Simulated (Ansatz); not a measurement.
Molecule: KS, net charge 0, doublet state. SMILES: [K][S]
Geometry: optimised at B3LYP-D3(BJ)/def2-TZVP (Ansatz, an electronic-structure program).

Property: atomisation energy (electronic, to ground-state atoms), in kJ/mol. Correlated levels leave the core frozen unless marked. UHF or UKS for open shells. No spin-orbit coupling. Frozen are the shells of the preceding noble gas and the d and f shells that filled before the atom's block. The outer core of K, Ca and their heavier congeners is not correlated, a term that matters for these elements. No relativistic terms. FCI takes restricted orbitals. CBS marks a two-point X^-3 extrapolation of the correlation energy; Hartree-Fock from the larger set. The bracket is a focal-point correction in the basis named.

```csv
level,program,atomisation energy (kJ/mol)
BLYP-D4/def2-TZVPD,Ansatz + dftd4,255.3
CAM-B3LYP/def2-TZVPD,Ansatz,257.0
wB97M-V/def2-TZVPD,Ansatz,272.6
B2GP-PLYP-D3(BJ)/def2-TZVPD,Ansatz + dftd3,258.0
CCSD/def2-TZVPP,Ansatz,235.7
CCSD(T)/def2-SVPD,Ansatz,234.6
FCI/STO-3G,Ansatz,129.6
"RI-MP2/CBS(def2-TZVPP,def2-QZVPP)+[CCSD(T)-MP2]/def2-TZVPP",Ansatz,267.6
"CCSD(T)/CBS(def2-TZVPPD,def2-QZVPPD)",Ansatz,270.0
```
